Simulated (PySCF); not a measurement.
# Radial density of Sm (samarium, neutral)

r2SCAN, [Xe] 4f7 6s1, high-spin 9S determinant (an excited configuration). Computed with PySCF 2.14 in ANO-RCC-VTZP, with the spin-free X2C one-electron Hamiltonian (Gaussian nucleus).

```csv
r (bohr),4πr²ρ (e/bohr),4πr²(ρα − ρβ)
0.0201,79.23,0.0038
0.0339,73.10,0.0078
0.0570,102.6,0.0169
0.0959,94.45,0.0203
0.161,88.31,0.2829
0.271,68.97,1.8083
0.456,41.42,5.5963
0.767,29.60,6.1706
1.29,10.52,2.9587
2.17,3.527,0.6902
3.65,0.5062,0.3581
6.14,0.1420,0.1416
10.3,0.005747,0.0057
17.4,2.557e-05,0.0000
```

Densities and radii are taken from the X2C orbitals without a picture-change correction, which distorts them close to the nucleus.

Spin-orbit coupling, which splits the p, d and f shells strongly at this Z, is absent. At r2SCAN the highest occupied level has a positive energy, so only the finite basis holds that electron; for this excited configuration the basis is too tight for the outer shell.
